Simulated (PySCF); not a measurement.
Isomers of H5NSi2. Gas-phase values, no solvent. Strings in code marks are SMILES.

The LUMO from two functionals at the same geometries (PBE0-D3(BJ)/def2-TZVP), both in PySCF: PBE-D3(BJ)/def2-TZVP and PBE0-D3(BJ)/def2-TZVP. 

```
species               PBE-D3(BJ)/def2-TZVP (eV)  PBE0-D3(BJ)/def2-TZVP (eV)
--------------------  -------------------------  --------------------------
`N[SiH]=[SiH2]`                           -2.41                       -1.73
`[H]/N=[SiH]/[SiH3]`                      -2.72                       -1.90
`[SiH2]=N[SiH3]`                          -2.93                       -2.09
```

Over these rows, drawn at random from the members with no instability flagged (it was tested for open shells, ions and some series alone), PBE minus PBE0-D3(BJ): mean -0.78 eV, from -0.84 eV to -0.68 eV.
